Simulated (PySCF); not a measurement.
C7H8NS (doublet state).
Structure used (GFN2-xTB), in Å, numbered top down from 1:
```xyz
17
C7H8NS angstrom
C      2.7669   -0.8402   -0.2741
C      2.6459    0.5937   -0.1089
C      1.7036    1.4886    0.0535
C      0.2928    1.1508    0.1091
N     -0.2119   -0.0301    0.0100
C     -1.5658   -0.0356    0.0969
C     -2.3036   -1.3267    0.0017
C     -2.1233    1.1953    0.2701
S     -0.9139    2.4185    0.3286
H      3.3617   -1.2667    0.5339
H      3.2525   -1.0758   -1.2213
H      1.7664   -1.2931   -0.2613
H      1.9219    2.5436    0.1562
H     -1.9739   -1.9999    0.7914
H     -2.0943   -1.8026   -0.9549
H     -3.3732   -1.1608    0.0939
H     -3.1586    1.4530    0.3651
```

The hyperfine couplings belong to this conformer and change with its torsions.

The species is `C/[C]=C\c1nc(C)cs1` [radical].

Level of theory: UKS B3LYP, pcH-1 on C H N S, non-relativistic, mean-field spin-orbit, GIAO in PySCF. One conformer (not necessarily the lowest) at the GFN2-xTB geometry, without solvent, vibrations or thermal averaging. Couplings are sensitive to structure, and on GFN2-xTB geometries they can be far from those on DFT ones. Stability of the SCF solution: not tested.

(1) Predict the first-order ENDOR lines of H13, H10/H11/H12 and H17 under fast tumbling at B = 340.0 mT (X band).

(2) Which pairs are centred on the nuclear Larmor frequency, and which on half the coupling?

## Answers

(1) ν± = |νn ± a/2|, one line for each electron-spin manifold; νn = |g_N| × 7.62259 MHz/T × B.

| nuclei | isotope | g_N | νn (MHz) | a_iso (MHz) | lower line (MHz) | upper line (MHz) |
| --- | --- | --- | --- | --- | --- | --- |
| H13 | 1H | 5.5857 | 14.48 | 95.82 | 33.43 | 62.38 |
| H10/H11/H12 | 1H | 5.5857 | 14.48 | 69.65 | 20.35 | 49.30 |
| H17 | 1H | 5.5857 | 14.48 | 2.63 | 13.16 | 15.79 |

(2) Centred on νn, since |a| < 2νn: H17. Centred on |a|/2 and split by 2νn: H13 and H10/H11/H12.

Class means assume fast exchange of nuclei equivalent by connectivity; if that motion is slow, each nucleus keeps its own coupling. The three 1H nuclei of mean +69.6 MHz run from 28.4 to 151.7 MHz in the frozen geometry.

The largest Mulliken spin populations are on C2 (+1.01), C3 (-0.14), C4 (+0.07) and H12 (+0.07). C2 is the only atom above +0.15.

The run took 3.0 min wall (grids of density and orbitals included) on AMD EPYC, one thread, on a shared host, and the process peaked at 1.1 GiB of memory.
